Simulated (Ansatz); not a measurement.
Reaction (formal exchange of groups at the Si–Si bond): `O[SiH]([SiH3])[AlH][Cl]` + `ClC1C[SiH2]1` → `[SiH3]C1(Cl)C[SiH2]1` + `O[SiH2][AlH][Cl]`

Gas-phase electronic energies from Ansatz, PBE0-D4/def2-TZVP geometries. CBS: MP2 limit from def2 TZ/QZ plus the TZ coupled-cluster correction, frozen cores. DFT in def2-TZVPP. B3LYP here is the variant with VWN-RPA as its local correlation; programs differ in this. Each species was taken in one conformer, which may not be the lowest.

Q: Is it downhill or uphill in electronic energy at CCSD(T)/CBS, and by how much? (An estimate is asked.)

A: The calculation gave: Downhill: ΔE = -7.7 kJ/mol.

Q: What do these levels give: ωB97X-V, ωB97M-V, r2SCAN, B3LYP, CCSD(T)/def2-TZVPP, HF/def2-QZVPP? (Estimate.)

A: The calculation gave: ωB97X-V -3.0, ωB97M-V -8.7, r2SCAN 2.1, B3LYP 3.2, CCSD(T)/def2-TZVPP -6.8, HF/def2-QZVPP -7.1 kJ/mol.

Largest T1 diagnostic among the species: 0.012.

The D4 term adds −6.0 kJ/mol with B3LYP and −3.0 kJ/mol with PBE0; it sums over pairs of atoms, weighted by their polarisabilities, and B3LYP, whose exchange is more repulsive, gets the larger term. From PBE to PBE0 (25 % exact exchange), in def2-TZVPP and without D4, ΔE moves by −3.8 kJ/mol.
